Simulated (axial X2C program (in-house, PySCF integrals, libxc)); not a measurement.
Spin–orbit effects down a group: molecules with Se (ions), PBE0

All values come from calculations with an axial X2C code built on PySCF integrals, spin-free (one-electron X2C) or two-component (2c: spin–orbit coupling with atomic mean-field Coulomb and Gaunt terms, which also bring small scalar terms), in Dyall basis sets with cores contracted in-house; open shells are unrestricted.

Basis sets: Br dyall-cv3z, Cl dyall-av3z, F dyall-av3z, Se dyall-cv3z.

```
molecule  spin-free state  Re (Å)  ωe (cm⁻¹)  De (eV)  2c state  Re 2c (Å)  ωe 2c (cm⁻¹)  De 2c (eV)
    SeF⁺   M_S = 1, Λ = 0   1.657      833.1     3.42     Ω = 1      1.658         832.0        3.40
   SeCl⁺   M_S = 1, Λ = 0   2.030      535.3     3.27     Ω = 1      2.031         534.3        3.24
   SeBr⁺   M_S = 1, Λ = 0   2.168      390.6     3.22     Ω = 1      2.171         388.2        3.11
```

Work out the shifts from the spin-free to the two-component result.



```json
{"molecule": "SeF⁺", "2c state": "Ω = 1", "ΔRe (Å)": "0.001", "Δωe (cm⁻¹)": "-1.1", "ΔDe (eV)": "-0.02"}
{"molecule": "SeCl⁺", "2c state": "Ω = 1", "ΔRe (Å)": "0.001", "Δωe (cm⁻¹)": "-1.0", "ΔDe (eV)": "-0.03"}
{"molecule": "SeBr⁺", "2c state": "Ω = 1", "ΔRe (Å)": "0.003", "Δωe (cm⁻¹)": "-2.4", "ΔDe (eV)": "-0.11"}
```

Shifts of one unit in the last digit are rounding.

Fragments in 2c: Se+ + F, Se+ + Cl, Br + Se+. Each entry is the lowest single determinant of a limited PBE0 search at one distance. De goes to single-determinant-based atoms at the same level (for ions the charge split of lowest energy) and is withheld (n/a) where an atom does not fit its ground term or J level. Main or longest-lived isotopes. One determinant is a doubtful description, or other states lie close, for SeF⁺, SeCl⁺, SeBr⁺; these need not be ground states, and all values refer to the states named. Some open-shell Ω = 0 determinants are out of reach, so the Ω given for SeF⁺, SeCl⁺, SeBr⁺ need not be the lowest component. With several unpaired electrons the Ω given is that of one determinant, not necessarily of the lowest component. Some light 2c atoms are not at their ground J level, so De misses part of their lowering (0.04 eV or less). The functionals have no current term, which raises determinants with orbital currents.
